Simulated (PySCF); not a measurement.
Compound: C2H7BS2.
Bonds: C1–S2, S2–B3, B3–S4, S4–C5. Hydrogens: H6, H7, H8 on C1; H9 on B3; H10, H11, H12 on C5.

All values: PBE0/pcSseg-1 and CAM-B3LYP/def2-SVPD (PySCF, non-relativistic), on one gas-phase PBE0-D3(BJ)/def2-SVP geometry that isn't relaxed in the solvent. The solvent is an IEF-PCM continuum (cavity from Bondi-type radii × 1.2). Only the electrostatic response of the medium enters.

Gas phase at PBE0/pcSseg-1: HOMO -6.95 eV, LUMO -0.65 eV, dipole 1.49 D.

Task: What does the continuum do to the energy, the frontier levels and the dipole at PBE0/pcSseg-1 in chloroform and tetrahydrofuran?

Result: 
```json
{"solvent": "chloroform", "ε": "4.711", "E(solvent) − E(gas) (kcal/mol)": "-2.40", "polarisation term (kcal/mol)": "-2.64", "distortion of the solute (kcal/mol)": "0.24", "HOMO (eV)": "-6.99", "LUMO (eV)": "-0.69", "dipole (D)": "1.83"}
{"solvent": "tetrahydrofuran", "ε": "7.426", "E(solvent) − E(gas) (kcal/mol)": "-2.75", "polarisation term (kcal/mol)": "-3.06", "distortion of the solute (kcal/mol)": "0.31", "HOMO (eV)": "-7.01", "LUMO (eV)": "-0.70", "dipole (D)": "1.88"}
```

The first energy column is the sum of the next two and covers electrostatics alone. From chloroform to tetrahydrofuran the lowering changes by a factor 1.14, Onsager's factor (ε − 1)/(2ε + 1) by 1.14 and ε itself by 1.6.

Task: Which radius a makes the point-dipole formula ΔE = −[(ε − 1)/(2ε + 1)]·μ²/a³ give the value in tetrahydrofuran, with the gas-phase dipole?

Result: μ = 0.588 au and |ΔE| = 0.00438 Eh give a = 1.68 Å; the farthest nucleus lies 3.60 Å from the centroid of the nuclei, so such a sphere wouldn't even hold the nuclei. The formula assumes a rigid point dipole at the centre of a sphere.

Task: Which Mulliken charges (PBE0/pcSseg-1) respond most in chloroform (means over atoms taken as equivalent)?

Result: 
```csv
atoms,environment,gas (e),solvent (e),change
S2/S4,sulfur bonded to B and C,-0.161,-0.189,-0.028
H6 (×6),methyl hydrogen,+0.161,+0.169,+0.008
H9,B–H hydrogen,+0.075,+0.082,+0.007
B3,three-coordinate boron,+0.089,+0.087,-0.002
C1/C5,S-methyl carbon,-0.403,-0.402,+0.001
```

Gas phase at CAM-B3LYP/def2-SVPD: HOMO -8.16 eV, LUMO 0.37 eV, dipole 1.45 D.

Task: What does the continuum do to the energy, the frontier levels and the dipole at CAM-B3LYP/def2-SVPD in chloroform?

Result: 
```json
{"solvent": "chloroform", "ε": "4.711", "E(solvent) − E(gas) (kcal/mol)": "-2.31", "polarisation term (kcal/mol)": "-2.57", "distortion of the solute (kcal/mol)": "0.26", "HOMO (eV)": "-8.19", "LUMO (eV)": "0.35", "dipole (D)": "1.82"}
```

Task: How does the static polarisability (CAM-B3LYP/def2-SVPD, frozen core, with the continuum's full static response) change?

Result: 
| medium | isotropic (au) | principal values (au) | ⟨r²⟩ of the electrons (bohr²) |
| --- | --- | --- | --- |
| gas | 83.6 | 61.4, 79.0, 110.4 | 896.8 |
| chloroform | 105.3 | 78.2, 101.3, 136.2 | 896.0 |

The isotropic value in chloroform is 1.26 times the gas-phase one; no cavity-field correction is applied. ⟨r²⟩ is taken about the centre of nuclear charge.

Shape of the structure used: `[CH3:1][S:2][BH:3][S:4][CH3:5]`: C1–S2–B3–S4 0°, S2–B3–S4–C5 179°.
